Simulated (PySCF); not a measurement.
C₃H₆S₂Si.
SMILES with atom numbers: `[CH3:1][S:2][C:3]1=[CH:4][SiH2:5][S:6]1` (hydrogens: H7, H8, H9 on C1; H10 on C4; H11, H12 on Si5)

Geometry (GFN2-xTB, Å), atoms numbered from 1 in this order:
```
atom  x, y, z in Å
C1     2.448   -0.435    0.424
S2     1.108    0.041    1.552
C3    -0.245    0.126    0.471
C4    -1.526    0.443    0.777
Si5   -2.270    0.295   -0.917
S6    -0.131   -0.205   -1.265
H7     3.346   -0.511    1.029
H8     2.210   -1.391   -0.032
H9     2.563    0.330   -0.339
H10   -1.876    0.690    1.763
H11   -2.570    1.494   -1.683
H12   -3.056   -0.879   -1.262
```

Computed, not measured: PySCF 2.14.0, density-fitted response routines, TDDFT PBE0/def2-SVPD, vertical, gas phase, core orbitals frozen in the response.

```
state  E (eV)  E (kJ/mol)  λ (nm)       f  symmetry  main configurations (H = HOMO, L = LUMO)
   S1    4.16         401   298.3  0.0052        A″                                 H→L (98%)
   S2    4.51         435   275.0  0.0006         –                               H→L+2 (96%)
   S3    4.70         453   264.0   0.094        A′                               H→L+1 (94%)
   S4    5.36         517   231.2  0.0010         –   H-1→L (50%), H-1→L+2 (20%), H→L+3 (19%)
   S5    5.47         528   226.5  0.0017         –   H-1→L (44%), H→L+3 (34%), H-1→L+2 (17%)
   S6    5.54         535   223.6  0.0046        A″                  H→L+4 (71%), H→L+3 (19%)
   S7    5.62         543   220.4   0.185        A′                             H-1→L+1 (94%)
   S8    5.74         554   216.0  0.0000         –   H-1→L+2 (52%), H→L+3 (24%), H→L+4 (20%)
```

Triplets (Tamm–Dancoff): T1 3.28 eV, H→L+1 (96%); T2 3.96 eV, H→L (96%); T3 4.23 eV, H→L+2 (91%).

The lowest singlet lies at 4.16 eV (298 nm, ultraviolet) and is weak; its leading configuration is HOMO→LUMO (98%). The most intense listed level is S7 at 5.62 eV (220 nm, f = 0.185), 1.47 eV above S1. Löwdin shares by element: HOMO sulfur 44%, carbon 44% or more; LUMO silicon 44%, hydrogen 21% or more, sulfur 16% or more (atoms not listed hold the other 20%). The oscillator strengths of these states sum to 0.291; summed over the whole spectrum of an exact calculation they would give the number of electrons, 70 (Thomas–Reiche–Kuhn). Weighted by f, the mean energy of these states is 5.30 eV. The listed states span 1.58 eV, and the widest gap between neighbours is 0.67 eV (S3 to S4). Symmetry labels in Cs follow from the direction of the transition dipole and are given only for states with f of 0.002 or more. Only the lowest 8 singlets were computed, as vertical energies without vibronic structure.

One conformer stands for the species.
